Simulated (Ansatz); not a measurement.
Steps of a relaxation of `[NH2][Sb]([SiH3])[InH2]` with RKS PBE0-D4/def2-TZVP.

```sh
$ ansatz run in.yaml --threads 2 --pin off --events-out ev --progress --plain --max-ram 32768MiB --backend cuda --devices 0, --max-vram 18GiB
```

```yaml
crystal:
  periodic: [false, false, false]
  atoms:
    - {symbol: N, position_ang: [-1.596620, 1.115340, -0.334160]}
    - {symbol: Sb, position_ang: [-0.889480, 0.264420, 1.362140]}
    - {symbol: Si, position_ang: [1.491550, 1.005730, 0.736450]}
    - {symbol: In, position_ang: [-0.355790, -2.090720, -0.121870]}
    - {symbol: H, position_ang: [-2.609470, 1.077440, -0.378270]}
    - {symbol: H, position_ang: [-1.267330, 0.592860, -1.148190]}
    - {symbol: H, position_ang: [1.811720, 0.792300, -0.679170]}
    - {symbol: H, position_ang: [2.435600, 0.214260, 1.541600]}
    - {symbol: H, position_ang: [1.709530, 2.417920, 1.057490]}
    - {symbol: H, position_ang: [-0.763250, -1.506300, -1.828990]}
    - {symbol: H, position_ang: [0.033540, -3.883250, -0.207030]}
basis:
  gaussian: {orbitals: def2-TZVP}
hamiltonian: {xc: pbe0, dispersion: d4}
relax: {f_tol: 0.005, max_steps: 150}
```

Positions (Å) and forces (eV/Å) along the path, 13 of 51 steps:

```xyz
11
step=1 energy=-21189.1463 eV
N    -1.597    1.115   -0.334   -0.306    0.127   -0.674
Sb   -0.889    0.264    1.362    0.309   -0.483    0.279
Si    1.492    1.006    0.736   -0.125   -0.216    0.309
In   -0.356   -2.091   -0.122   -0.100   -0.649   -0.918
H    -2.609    1.077   -0.378    0.009    0.052    0.094
H    -1.267    0.593   -1.148   -0.041    0.175    0.082
H     1.812    0.792   -0.679   -0.004   -0.079   -0.413
H     2.436    0.214    1.542    0.240   -0.191    0.176
H     1.710    2.418    1.057   -0.026    0.420    0.061
H    -0.763   -1.506   -1.829    0.170   -0.143    0.673
H     0.034   -3.883   -0.207   -0.127    0.987    0.331
11
step=12 energy=-21189.4523 eV
N    -1.646    1.309   -0.365   -0.010    0.007    0.005
Sb   -0.946    0.081    1.144    0.002    0.001   -0.013
Si    1.490    0.837    0.784    0.009   -0.016    0.001
In   -0.312   -2.117   -0.432   -0.001   -0.013    0.010
H    -2.590    1.603   -0.144    0.002    0.000    0.001
H    -1.684    0.840   -1.262    0.000   -0.007   -0.007
H     1.958    0.660   -0.621   -0.003    0.001    0.007
H     2.381    0.039    1.670    0.004    0.004    0.000
H     1.612    2.277    1.131   -0.002    0.003    0.000
H    -0.956   -2.125   -2.043    0.006    0.002    0.011
H     0.691   -3.404    0.138   -0.008    0.018   -0.014
11
step=15 energy=-21189.4528 eV
N    -1.647    1.296   -0.373   -0.023   -0.010   -0.024
Sb   -0.948    0.079    1.147   -0.006    0.002    0.006
Si    1.494    0.824    0.791    0.004    0.004   -0.005
In   -0.307   -2.103   -0.442   -0.001    0.003    0.001
H    -2.570    1.636   -0.127    0.021   -0.005   -0.003
H    -1.739    0.801   -1.253    0.005    0.015    0.026
H     1.992    0.583   -0.594    0.000    0.001    0.006
H     2.374    0.075    1.731   -0.004    0.002   -0.005
H     1.600    2.281    1.069    0.000   -0.010   -0.002
H    -0.965   -2.090   -2.046    0.000    0.000   -0.003
H     0.716   -3.383    0.097    0.005   -0.002    0.001
11
step=16 energy=-21189.4529 eV
N    -1.646    1.294   -0.376   -0.023   -0.005   -0.006
Sb   -0.953    0.079    1.149   -0.001    0.004    0.001
Si    1.490    0.820    0.792    0.011    0.003    0.006
In   -0.302   -2.098   -0.443    0.004   -0.006    0.008
H    -2.562    1.650   -0.126    0.023   -0.009   -0.010
H    -1.752    0.791   -1.250   -0.001    0.012    0.017
H     1.991    0.570   -0.591   -0.002    0.000    0.004
H     2.368    0.074    1.737   -0.006    0.005   -0.008
H     1.600    2.278    1.060   -0.002   -0.012   -0.002
H    -0.965   -2.084   -2.044    0.000   -0.001   -0.007
H     0.730   -3.374    0.092   -0.004    0.010   -0.003
11
step=21 energy=-21189.4530 eV
N    -1.651    1.291   -0.379   -0.002   -0.006   -0.013
Sb   -0.967    0.080    1.153    0.000   -0.002    0.009
Si    1.483    0.801    0.791   -0.003    0.004   -0.005
In   -0.289   -2.083   -0.445   -0.008    0.011   -0.010
H    -2.546    1.687   -0.116    0.005   -0.004    0.000
H    -1.796    0.777   -1.240    0.000    0.008    0.010
H     1.986    0.522   -0.586    0.001   -0.001    0.001
H     2.356    0.069    1.750    0.000   -0.002    0.002
H     1.600    2.263    1.030    0.000    0.001   -0.001
H    -0.939   -2.069   -2.052    0.002   -0.002    0.003
H     0.762   -3.339    0.093    0.004   -0.007    0.004
11
step=23 energy=-21189.4531 eV
N    -1.652    1.289   -0.379   -0.010    0.001   -0.009
Sb   -0.971    0.079    1.155    0.003   -0.002    0.002
Si    1.481    0.797    0.790   -0.001    0.002   -0.001
In   -0.285   -2.077   -0.448   -0.005    0.002   -0.003
H    -2.540    1.697   -0.111    0.008   -0.004   -0.003
H    -1.810    0.771   -1.236    0.000    0.006    0.009
H     1.988    0.506   -0.583   -0.001   -0.001    0.002
H     2.351    0.071    1.757    0.002    0.000    0.001
H     1.598    2.260    1.017    0.000    0.000   -0.001
H    -0.930   -2.064   -2.056    0.001    0.001    0.002
H     0.768   -3.331    0.093    0.003   -0.004    0.001
11
step=27 energy=-21189.4532 eV
N    -1.654    1.282   -0.378   -0.029   -0.003   -0.015
Sb   -0.982    0.073    1.163    0.000    0.003    0.001
Si    1.474    0.780    0.790    0.012    0.003    0.000
In   -0.272   -2.061   -0.457    0.005   -0.001    0.001
H    -2.515    1.734   -0.092    0.022   -0.011   -0.008
H    -1.861    0.752   -1.217    0.006    0.013    0.022
H     1.995    0.433   -0.566   -0.004    0.003    0.011
H     2.340    0.096    1.791   -0.006    0.006   -0.008
H     1.586    2.253    0.955   -0.002   -0.015   -0.002
H    -0.898   -2.030   -2.072   -0.002    0.000   -0.001
H     0.787   -3.311    0.083   -0.002    0.002   -0.001
11
step=29 energy=-21189.4532 eV
N    -1.654    1.273   -0.380   -0.037   -0.001   -0.012
Sb   -0.991    0.071    1.172    0.002    0.004   -0.002
Si    1.467    0.767    0.792    0.007    0.005    0.006
In   -0.259   -2.045   -0.461   -0.010   -0.003   -0.006
H    -2.496    1.756   -0.088    0.031   -0.019   -0.015
H    -1.892    0.732   -1.204    0.003    0.021    0.028
H     1.993    0.383   -0.554   -0.001    0.002    0.005
H     2.332    0.110    1.812   -0.005    0.004   -0.008
H     1.580    2.244    0.915   -0.002   -0.014   -0.002
H    -0.883   -1.997   -2.077    0.006    0.001    0.007
H     0.802   -3.294    0.072    0.005   -0.001   -0.001
11
step=31 energy=-21189.4533 eV
N    -1.655    1.268   -0.382   -0.047    0.002   -0.013
Sb   -0.997    0.071    1.176    0.003   -0.006   -0.009
Si    1.464    0.759    0.791    0.008    0.009    0.007
In   -0.254   -2.038   -0.461    0.000    0.004   -0.001
H    -2.482    1.774   -0.085    0.039   -0.026   -0.020
H    -1.917    0.722   -1.195    0.006    0.026    0.036
H     1.995    0.359   -0.548   -0.006   -0.002    0.003
H     2.326    0.114    1.820   -0.002    0.002   -0.004
H     1.575    2.237    0.896    0.001   -0.009   -0.002
H    -0.870   -1.982   -2.079    0.000    0.000    0.001
H     0.814   -3.284    0.068    0.000    0.001    0.002
11
step=37 energy=-21189.4546 eV
N    -1.673    1.255   -0.378   -0.022    0.003   -0.027
Sb   -1.041    0.062    1.194   -0.001   -0.004    0.016
Si    1.433    0.704    0.789    0.000    0.006   -0.009
In   -0.202   -1.983   -0.476    0.001   -0.005   -0.001
H    -2.420    1.862   -0.061    0.015   -0.008    0.003
H    -2.045    0.703   -1.143    0.009    0.009    0.016
H     1.966    0.188   -0.515   -0.001    0.005    0.012
H     2.292    0.130    1.861   -0.002    0.002   -0.006
H     1.567    2.184    0.764   -0.001   -0.015   -0.004
H    -0.771   -1.911   -2.108    0.004    0.004   -0.001
H     0.893   -3.195    0.073   -0.001    0.002    0.001
11
step=41 energy=-21189.4497 eV rejected
N    -1.685    1.238   -0.387    0.138   -0.078    0.167
Sb   -1.078    0.043    1.209    0.027    0.075   -0.110
Si    1.400    0.672    0.779   -0.003   -0.108    0.081
In   -0.161   -1.958   -0.479   -0.014    0.043   -0.018
H    -2.356    1.914   -0.044   -0.066    0.056   -0.017
H    -2.147    0.689   -1.100   -0.056   -0.038   -0.053
H     1.962    0.117   -0.489   -0.026   -0.117   -0.167
H     2.277    0.140    1.852    0.007   -0.014    0.098
H     1.554    2.134    0.674   -0.029    0.216    0.021
H    -0.675   -1.817   -2.123    0.019   -0.025    0.013
H     0.909   -3.172    0.108    0.003   -0.010   -0.014
11
step=46 energy=-21189.4596 eV
N    -1.705    1.220   -0.368   -0.050    0.014   -0.021
Sb   -1.110    0.038    1.231   -0.055   -0.009    0.000
Si    1.364    0.626    0.771    0.062    0.009    0.008
In   -0.095   -1.896   -0.492    0.005    0.003   -0.010
H    -2.280    1.986   -0.030    0.028   -0.065   -0.031
H    -2.266    0.690   -1.025    0.025    0.052    0.051
H     1.887   -0.072   -0.463   -0.005    0.008    0.009
H     2.238    0.171    1.886    0.007    0.005   -0.016
H     1.534    2.081    0.528   -0.012   -0.023   -0.004
H    -0.525   -1.725   -2.154    0.004   -0.002    0.016
H     0.957   -3.118    0.115   -0.007    0.008   -0.001
11
step=51 energy=-21189.4606 eV
N    -1.703    1.221   -0.360   -0.005    0.004   -0.001
Sb   -1.127    0.023    1.235    0.001    0.000    0.001
Si    1.353    0.612    0.773   -0.001    0.001    0.000
In   -0.081   -1.888   -0.497    0.000    0.000   -0.002
H    -2.258    1.998   -0.018    0.002   -0.002    0.000
H    -2.283    0.706   -1.012    0.001   -0.001    0.000
H     1.875   -0.110   -0.451    0.000    0.001    0.001
H     2.249    0.193    1.884    0.000    0.000   -0.001
H     1.502    2.060    0.484    0.000   -0.003    0.000
H    -0.481   -1.700   -2.163    0.001   -0.001    0.001
H     0.954   -3.116    0.125   -0.001    0.000    0.000
```

Run time 2 min (2 threads of an AMD EPYC 7R13 on a shared host and a share of an NVIDIA H100 80 GB); peak host memory 0.9 GiB.
